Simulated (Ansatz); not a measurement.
`[NH2][Ge]([F])[Cl]` radical. Charge 0, multiplicity 2.

```xyz
6

N     0.741    0.616    0.134
Ge   -0.366   -0.822   -0.122
F    -0.993   -0.556   -1.724
Cl   -2.004   -0.631    1.273
H     1.429    0.742   -0.599
H     1.193    0.651    1.039
```

Problem. List the harmonic frequencies (cm⁻¹, unscaled) at PBE0-D4/def2-TZVP in Ansatz. (An estimate is asked.)

Solution. Computed: 124, 171, 220, 271, 405, 554, 674, 694, 853, 1561, 3541, 3646.

Problem. Is this a minimum?

Solution. Yes, all 12 modes are real.

Problem. Give the ideal-gas thermochemistry at 298.15 K and 1 bar (rigid rotor, harmonic oscillator; point group C1, symmetry number 1).

Solution. Zero-point energy 76.0 kJ/mol; H(298) − E = 94.1 kJ/mol; entropy 335.3 J/(mol·K), of which translation 170.8, rotation 111.4, vibration 47.3, electronic 5.8; G(298) − E = -5.9 kJ/mol.
